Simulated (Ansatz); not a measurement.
Reaction (formal exchange of groups at the Al–Br bond): `[CH3][Al]([NH2])[Br]` + CH₄ → `[CH3][Al]([CH3])[NH2]` + HBr

Isolated molecules relaxed with PBE0-D4/def2-TZVP in Ansatz; ΔE leaves out vibrations. CCSD(T)/CBS adds triple-zeta CCSD(T) − MP2 to the extrapolated MP2 energy (def2 sets, frozen cores). This one scheme is used for every species. Functionals use def2-TZVPP. For Br outer-core shells are correlated without core-valence functions, which leaves a few kJ/mol of doubt a bond. Scalar relativity is left out up to krypton. One conformer a species, not always the lowest.

| level | ΔE (kJ/mol) | difference from CCSD(T)/CBS |
| --- | --- | --- |
| revPBE-D4 | 171.8 | -8.9 |
| BHLYP-D4 | 188.0 | 7.3 |
| CAM-B3LYP-D4 | 178.2 | -2.5 |
| ωB97M-V | 178.1 | -2.6 |
| PBE-QIDH | 184.5 | 3.8 |
| PBE0 | 178.7 | -2.0 |
| r2SCAN0 | 185.5 | 4.8 |
| HF/def2-SVP | 196.2 | 15.5 |
| CCSD/def2-SVP | 181.6 | 0.9 |
| CCSD(T)/def2-TZVPP | 178.2 | -2.5 |
| CCSD(T)/CBS | 180.7 | 0 |

Largest T1 diagnostic among the species: 0.010.

From BLYP to BHLYP (50 % exact exchange), in def2-TZVPP and without D4, ΔE moves by +13.0 kJ/mol. Leaving LDA and LC-ωPBE aside and taking each functional with its dispersion term where it has one, the values spread over 16.2 kJ/mol, from revPBE-D4 to BHLYP-D4. LDA lies −5.1 kJ/mol from PBE without D4.
